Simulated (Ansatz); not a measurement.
Start from `[I][Zr]([I])([I])[I]` and change one element to get `[I][Hf]([I])([I])[I]`.

Ansatz, PBE0-D4/def2-TZVP geometries, multiplicity 1. 

Elements past krypton have def2 core potentials.

| property | `[I][Zr]([I])([I])[I]` |
| --- | --- |
| LUMO energy (PBE/def2-TZVPP) / eV | -3.61 |
| HOMO energy (PBE/def2-TZVPP) / eV | -6.82 |
| size of the dipole moment (PBE/def2-TZVPP) / D | 0.00 |
| ideal-gas entropy at 298 K and 1 bar (rigid rotor, harmonic PBE0-D4/def2-TZVP) / J/(mol·K) | 447 |
| size of the dipole moment (ωB97M-V/def2-TZVPP) / D | 0.00 |
| HOMO energy (B3LYP/def2-TZVPP) / eV | -7.64 |

Problem. Give the same properties after the change, and the shifts. (Best estimate.)

Solution. The calculation gave: 
```
                                                                                  property  `[I][Hf]([I])([I])[I]`  shift
                                                         LUMO energy (PBE/def2-TZVPP) / eV                   -3.26   0.35
                                                         HOMO energy (PBE/def2-TZVPP) / eV                   -6.82   0.00
                                            size of the dipole moment (PBE/def2-TZVPP) / D                    0.00   0.00
ideal-gas entropy at 298 K and 1 bar (rigid rotor, harmonic PBE0-D4/def2-TZVP) / J/(mol·K)                     453      6
                                        size of the dipole moment (ωB97M-V/def2-TZVPP) / D                    0.00   0.00
                                                       HOMO energy (B3LYP/def2-TZVPP) / eV                   -7.64   0.00
```

Modes under 60 cm⁻¹, often nearly free rotors, make the harmonic entropy too high.

B3LYP here is the variant with VWN-RPA as its local correlation; programs differ in this.

Spin–orbit coupling is left out; it splits and shifts lone-pair levels of the heavy atoms by tenths of an eV.
